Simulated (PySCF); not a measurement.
(OH)3Si-O-SiH3.
Z-matrix (Å and degrees, PBE0-D3(BJ)/def2-SVP geometry), rows numbered from 1:
```
Si
O   1  1.6439
O   1  1.6489  2  106.52
O   1  1.6458  2  107.68  3  -124.37
O   1  1.6428  2  114.68  3   119.38
Si  5  1.6653  1  137.12  2    95.51
H   2  0.9615  1  115.34  3   -31.38
H   3  0.9615  1  115.21  2   155.30
H   4  0.9610  1  116.54  2    38.99
H   6  1.4925  5  111.00  1   -43.02
H   6  1.4923  5  110.27  1    78.37
H   6  1.4905  5  107.54  1  -162.68
```

The closed-shell ground state was solved at several levels (PySCF, density fitting, gas phase, non-relativistic).

```
              level  basis functions  total energy (Eh)  HOMO (eV)  LUMO (eV)  gap (eV)  dipole (D)
CAM-B3LYP/def2-SVPD              188          -883.2651     -10.32       0.30     10.62        0.84
       KT2/pcSseg-1              146          -893.0049      -7.34      -0.91      6.43        0.86
```

**Question.** What might PBE0/pcSseg-1 (146 basis functions) give for the same quantities?

**Answer.** Total energy -883.1095 Eh, HOMO -8.83 eV, LUMO 0.18 eV, gap 9.01 eV, dipole 0.89 D.

**Question.** Over all these levels, which gives the widest orbital gap and which the narrowest?

**Answer.** CAM-B3LYP/def2-SVPD (range-separated hybrid) has the widest, 10.62 eV, and KT2/pcSseg-1 (GGA) the narrowest, 6.43 eV. Functional and basis both differ between the two, so the spread mixes both effects.

**Question.** How far do the dipole and the HOMO energy spread over the levels?

**Answer.** The dipole runs from 0.84 to 0.89 D (mean 0.86 D) and the HOMO from -10.32 to -7.34 eV.

One conformer stands for the species.
